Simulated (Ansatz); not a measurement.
`F[SiH2]C[SiH](F)F` + `NO` → `N[SiH](F)F` + `OC[SiH2]F`  (formal exchange of groups at the Si–C bond)

Gas-phase electronic energies from Ansatz, PBE0-D4/def2-TZVP geometries. CCSD(T)/CBS adds triple-zeta CCSD(T) − MP2 to the extrapolated MP2 energy (def2 sets, frozen cores). This one scheme is used for every species. Functionals use def2-TZVPP. B3LYP here is the variant with VWN-RPA as its local correlation; programs differ in this. HSE06 is defined as in plane-wave codes. Each species was taken in one conformer, which may not be the lowest.

```
             level  ΔE (kJ/mol)  difference from CCSD(T)/CBS
       LDA (SPW92)       -173.5                          3.0
            PBE-D4       -161.3                         15.2
         revPBE-D4       -159.2                         17.3
           BLYP-D4       -167.4                          9.1
         r2SCAN-D4       -172.1                          4.4
            B97M-V       -170.1                          6.4
          B3LYP-D4       -173.0                          3.5
        r2SCANh-D4       -173.8                          2.7
        r2SCAN0-D4       -176.5                          0.0
          HSE06-D4       -167.5                          9.0
          BHLYP-D4       -180.6                         -4.1
           ωB97X-V       -169.5                          7.0
            B2PLYP       -179.0                         -2.5
          PBE-QIDH       -177.4                         -0.9
               PBE       -163.6                         12.9
            revPBE       -160.4                         16.1
              BLYP       -171.1                          5.4
            r2SCAN       -172.9                          3.6
              PBE0       -169.9                          6.6
             B3LYP       -176.7                         -0.2
           r2SCANh       -174.7                          1.8
           r2SCAN0       -177.5                         -1.0
             HSE06       -169.8                          6.7
         CAM-B3LYP       -180.2                         -3.7
           LC-ωPBE       -171.5                          5.0
RPA@PBE/def2-TZVPP       -162.5                         14.0
       HF/def2-SVP       -184.8                         -8.3
      MP2/def2-SVP       -173.1                          3.4
     CCSD/def2-SVP       -167.9                          8.6
  CCSD(T)/def2-SVP       -165.0                         11.5
     HF/def2-TZVPP       -192.4                        -15.9
    MP2/def2-TZVPP       -181.2                         -4.7
SCS-MP2/def2-TZVPP       -179.3                         -2.8
   CCSD/def2-TZVPP       -176.4                          0.1
CCSD(T)/def2-TZVPP       -173.3                          3.2
     HF/def2-QZVPP       -194.0                        -17.5
    MP2/def2-QZVPP       -183.6                         -7.1
      HF/CBS(def2)       -194.3                        -17.8
     MP2/CBS(def2)       -184.4                         -7.9
    CCSD/CBS(def2)       -179.6                         -3.1
       CCSD(T)/CBS       -176.5                            0
```

Largest T1 diagnostic among the species: 0.012.

From BLYP to BHLYP (50 % exact exchange), in def2-TZVPP and without D4, ΔE moves by −14.0 kJ/mol. In def2-TZVPP, CCSD(T) changes the Hartree–Fock value by +19.1 kJ/mol (the triples alone add +3.1 kJ/mol) and MP2 by +11.2 kJ/mol. At CCSD(T), def2-SVP lies +11.5 kJ/mol from the extrapolated value and def2-TZVPP +3.2 kJ/mol.
